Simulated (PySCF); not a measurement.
**Removing the step error of a finite difference**

System: C₄H₆F₂Si (SMILES C=C[Si](F)(F)C=C), singlet, at a GFN2-xTB geometry, atoms displaced at random by about 0.03 Å a coordinate. Level: HF/STO-3G, gradient (PySCF). Sums are taken with unrounded values, so a last digit can differ.

Central differences of the energy along y of atom 12 gave a gradient component of 0.024413 Eh/bohr at step 0.05 and 0.024216 Eh/bohr at step 0.2 (atomic units).

Q: Extrapolate to zero step.

A: The leading error of a symmetric difference goes as h², so A(h) = A0 + c h². Then c = (0.024216 - (0.024413))/(0.2² - 0.05²) = -0.00525 (atomic units) and A0 = 0.024413 - c × 0.05² = 0.024426 Eh/bohr. The analytic value from the same program and level is 0.024427 Eh/bohr: the smaller step missed it by -0.000014, the extrapolation by -0.000001.
